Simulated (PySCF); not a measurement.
3,4-dichlorobuta-1,2-diene (C4H4Cl2), SMILES C=C=C(Cl)CCl. Atoms are numbered in the order given.

```xyz
10

C      2.4234    -0.2206    -1.7568
C      1.3396    -0.3120    -1.0313
C      0.2404    -0.3948    -0.3205
Cl     0.1811    -1.4081     1.1168
C     -1.0251     0.3336    -0.6425
Cl    -1.4075     1.6112     0.5842
H      2.6078    -0.8983    -2.5989
H      3.1883     0.5358    -1.5439
H     -1.8795    -0.3564    -0.6505
H     -0.9380     0.8297    -1.6167
```

The structure is a stationary point at B3LYP-D3(BJ)/def2-SVP. The values are those of a single conformer.

Level of theory: B3LYP-D3(BJ)/def2-SVP (PySCF 2.14.0).

Frequencies are harmonic and unscaled.

**Question.** Give all harmonic wavenumbers and intensities. (Estimate from the structure and the level; the computed values follow.)

**Answer.** 
```json
[
 {"mode": "1", "ν (cm⁻¹)": "64", "IR (km/mol)": "0.7", "moving atoms (share of kinetic energy)": "Cl 47 %, C 39 %, H 14 %"},
 {"mode": "2", "ν (cm⁻¹)": "145", "IR (km/mol)": "0.9", "moving atoms (share of kinetic energy)": "Cl 75 %, C 20 %"},
 {"mode": "3", "ν (cm⁻¹)": "163", "IR (km/mol)": "0.7", "moving atoms (share of kinetic energy)": "C 61 %, H 20 %, Cl 19 %"},
 {"mode": "4", "ν (cm⁻¹)": "280", "IR (km/mol)": "3.2", "moving atoms (share of kinetic energy)": "C 58 %, H 29 %, Cl 13 %"},
 {"mode": "5", "ν (cm⁻¹)": "341", "IR (km/mol)": "3.3", "moving atoms (share of kinetic energy)": "C 58 %, H 24 %, Cl 18 %"},
 {"mode": "6", "ν (cm⁻¹)": "506", "IR (km/mol)": "6.8", "moving atoms (share of kinetic energy)": "C 75 %, Cl 16 %, H 8 %"},
 {"mode": "7", "ν (cm⁻¹)": "527", "IR (km/mol)": "8.1", "moving atoms (share of kinetic energy)": "C 61 %, Cl 34 %"},
 {"mode": "8", "ν (cm⁻¹)": "599", "IR (km/mol)": "1.3", "moving atoms (share of kinetic energy)": "H 86 %, C 12 %"},
 {"mode": "9", "ν (cm⁻¹)": "650", "IR (km/mol)": "36.3", "moving atoms (share of kinetic energy)": "C 72 %, H 17 %, Cl 11 %"},
 {"mode": "10", "ν (cm⁻¹)": "732", "IR (km/mol)": "53.0", "moving atoms (share of kinetic energy)": "C 71 %, Cl 16 %, H 13 %"},
 {"mode": "11", "ν (cm⁻¹)": "893", "IR (km/mol)": "12.3", "moving atoms (share of kinetic energy)": "H 60 %, C 39 %"},
 {"mode": "12", "ν (cm⁻¹)": "900", "IR (km/mol)": "27.5", "moving atoms (share of kinetic energy)": "H 69 %, C 31 %"},
 {"mode": "13", "ν (cm⁻¹)": "994", "IR (km/mol)": "0.1", "moving atoms (share of kinetic energy)": "H 64 %, C 36 %"},
 {"mode": "14", "ν (cm⁻¹)": "1057", "IR (km/mol)": "65.1", "moving atoms (share of kinetic energy)": "C 68 %, H 30 %"},
 {"mode": "15", "ν (cm⁻¹)": "1171", "IR (km/mol)": "12.5", "moving atoms (share of kinetic energy)": "H 72 %, C 28 %"},
 {"mode": "16", "ν (cm⁻¹)": "1260", "IR (km/mol)": "39.3", "moving atoms (share of kinetic energy)": "H 79 %, C 20 %"},
 {"mode": "17", "ν (cm⁻¹)": "1300", "IR (km/mol)": "10.3", "moving atoms (share of kinetic energy)": "H 57 %, C 43 %"},
 {"mode": "18", "ν (cm⁻¹)": "1442", "IR (km/mol)": "8.3", "moving atoms (share of kinetic energy)": "H 89 %, C 11 %"},
 {"mode": "19", "ν (cm⁻¹)": "1462", "IR (km/mol)": "7.5", "moving atoms (share of kinetic energy)": "H 55 %, C 45 %"},
 {"mode": "20", "ν (cm⁻¹)": "2073", "IR (km/mol)": "11.0", "moving atoms (share of kinetic energy)": "C 99 %"},
 {"mode": "21", "ν (cm⁻¹)": "3089", "IR (km/mol)": "7.8", "moving atoms (share of kinetic energy)": "H 95 %"},
 {"mode": "22", "ν (cm⁻¹)": "3111", "IR (km/mol)": "1.3", "moving atoms (share of kinetic energy)": "H 95 %"},
 {"mode": "23", "ν (cm⁻¹)": "3165", "IR (km/mol)": "1.4", "moving atoms (share of kinetic energy)": "H 90 %, C 10 %"},
 {"mode": "24", "ν (cm⁻¹)": "3197", "IR (km/mol)": "0.0", "moving atoms (share of kinetic energy)": "H 89 %, C 11 %"}
]
```
